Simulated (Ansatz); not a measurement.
Reaction (substitution at a C–C bond): `CCCCCCl` + `O[SiH3]` → `[SiH3]OCCCl` + `CCC`

Gas-phase electronic energies from Ansatz, PBE0-D4/def2-TZVP geometries. CCSD(T)/CBS is the MP2 limit (def2-TZVPP, def2-QZVPP) plus CCSD(T) − MP2 in def2-TZVPP, frozen cores. Functionals use def2-TZVPP. B3LYP here is the variant with VWN-RPA as its local correlation; programs differ in this. One conformer a species, not always the lowest.

```
        level  ΔE (kJ/mol)
    r2SCAN-D4         43.6
     B3LYP-D4         38.6
      ωB97M-V         44.9
HF/def2-QZVPP         31.1
```

Q: What does CCSD(T)/CBS give? (An estimate is asked.)

A: Computed: +49.0 kJ/mol. The listed levels differ from it by -5.4, -10.4, -4.1, -17.9 kJ/mol.

Largest T1 diagnostic among the species: 0.011.

In def2-TZVPP, CCSD(T) changes the Hartree–Fock value by +15.2 kJ/mol (the triples alone add +1.3 kJ/mol) and MP2 by +21.3 kJ/mol. The D4 term adds +3.1 kJ/mol with B3LYP and +1.9 kJ/mol with PBE0; it sums over pairs of atoms, weighted by their polarisabilities, and B3LYP, whose exchange is more repulsive, gets the larger term.
